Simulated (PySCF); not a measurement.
Ligands exchanged one at a time, Ge NH2-OCH3. Gas-phase values, no solvent. One relaxed conformer stands for each flexible species; it need not be the lowest. Strings in code marks are SMILES.

These are r2SCAN-D4/def2-TZVP // r2SCAN-D4/def2-SVP (PySCF) values and carry that method's errors. All candidates: neutral, multiplicity 1. Excitations are Tamm–Dancoff values on a coarser integration grid. The basis has no diffuse functions, so Rydberg states are missing or too high.

```yaml
S1 excitation (TDA): 6.27 eV
HOMO–LUMO gap: 6.23 eV
brightest of the four lowest singlets (TDA): 6.98 eV
```

Which member has these values?
A. `[NH2][Ge]([NH2])([NH2])[NH2]`
B. `C[O][Ge]([NH2])([NH2])[NH2]`
C. `C[O][Ge]([NH2])([NH2])[O]C`

B, `C[O][Ge]([NH2])([NH2])[NH2]`. The others give `C[O][Ge]([NH2])([NH2])[O]C`: 6.36 eV, 6.30 eV, 6.76 eV; `[NH2][Ge]([NH2])([NH2])[NH2]`: 6.25 eV, 6.24 eV, 6.63 eV
